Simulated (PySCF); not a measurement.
Se(Cl)2 cation (Cl2Se), SMILES Cl[Se]Cl (connectivity only; charge and spin as stated), charge +1, multiplicity 2.

Geometry: PBE0-D3(BJ)/def2-TZVP. The multiplicity is an assumed one; other spin states were not compared. The isomer is the one that the SMILES or the coordinates give; other isomers of the formula were not compared.

Calculation: PBE/def2-TZVPD (PySCF).

Gas-phase values at a fixed geometry.

Computed frontier levels, dipole moment and polarisability:
The α spin, highest occupied and lowest empty level comes out as -12.91 and -9.70 eV and the β spin, highest occupied and lowest empty level is -14.56 and -11.98 eV. The dipole moment about the centre of nuclear charge is 0.48 D. The mean static polarisability comes out as 50.6 bohr³ (7.50 Å³) and the polarisability, principal values comes out as 33.3, 45.1, 73.4 bohr³. The ⟨S²⟩ is 0.752 (pure state 0.75).
